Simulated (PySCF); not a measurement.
PySCF input for C₆H₅O, SMILES Oc1c[c]ccc1, multiplicity 2, PBE/pcH-1. The structure is a stationary point at PBE-D3(BJ)/def2-SVP. The isomer is the one that the SMILES or the coordinates give; other isomers of the formula were not compared. One conformer was computed; it need not be the lowest.

```python
import numpy as np
from pyscf import gto, scf, dft
from pyscf.prop.hfc import uks as hfc

mol = gto.M(
    atom='''
    O     0.02636888   -2.28462132    0.00000000
    C    -0.00453850   -0.92502886    0.00000000
    C    -1.27530657   -0.29515119    0.00000000
    C    -1.27701551    1.08434655    0.00000000
    C    -0.17148432    1.91948211    0.00000000
    C     1.08084307    1.26738874    0.00000000
    C     1.16457609   -0.13324142    0.00000000
    H     0.95839919   -2.57244454    0.00000000
    H    -2.18592445   -0.91401823    0.00000000
    H    -0.24393132    3.01742995    0.00000000
    H     2.00700162    1.86446149    0.00000000
    H     2.15105836   -0.62523361    0.00000000
    ''',
    basis='pcH-1',
    charge=0,
    spin=1,
    max_memory=1600,
    verbose=3,
)
mf = dft.UKS(mol, xc='pbe').density_fit(auxbasis='def2-universal-jkfit')
mf.grids.level = 3
mf.conv_tol = 1e-10
mf.max_cycle = 100
mf.kernel()
fine, coarse = mf.grids, dft.Grids(mol).set(level=1).build(with_non0tab=True)
for _ in range(3):  # follow internal instabilities
    mf.grids = coarse
    mo, _, stable, _ = mf.stability(return_status=True, nroots=4)
    mf.grids = fine
    if stable:
        break
    mf.kernel(mf.make_rdm1(mo, mf.mo_occ))
A = hfc.HFC(mf).make_fcdip(mf.make_rdm1())  # Fermi contact and dipolar terms, MHz
print('atom   A(iso)/MHz   principal dipolar parts/MHz')
for i, a in enumerate(A):
    w = np.linalg.eigvalsh((a + a.T) / 2)
    print(f'{mol.atom_symbol(i):2s}{i + 1:3d} {w.mean():12.2f}', (w - w.mean()).round(2))
```

Output:

```

WARN: HOMO -0.225030600127511 >= LUMO -0.225030600127504

converged SCF energy = -306.427320602721  <S^2> = 0.75623224  2S+1 = 2.0062226
<class 'pyscf.df.df_jk.DFUKS'> wavefunction is stable in the internal stability analysis
atom   A(iso)/MHz   principal dipolar parts/MHz
O   1       -12.26 [-1.31 -0.05  1.36]
C   2        64.74 [-5.14 -3.01  8.14]
C   3        17.60 [-12.81  -1.47  14.28]
C   4       372.75 [-77.5  -61.97 139.46]
C   5        12.27 [-13.    -2.33  15.33]
C   6        58.16 [-5.85 -2.87  8.72]
C   7        -5.93 [-5.4   1.91  3.49]
H   8         7.86 [-1.32 -0.91  2.23]
H   9        61.39 [-6.35 -5.29 11.64]
H  10        48.81 [-6.52 -5.3  11.82]
H  11        23.39 [-2.93 -2.02  4.95]
H  12         3.55 [-1.49  0.17  1.32]
```

The calculation finished and met its thresholds.

Cost: roughly 7 core-minutes.
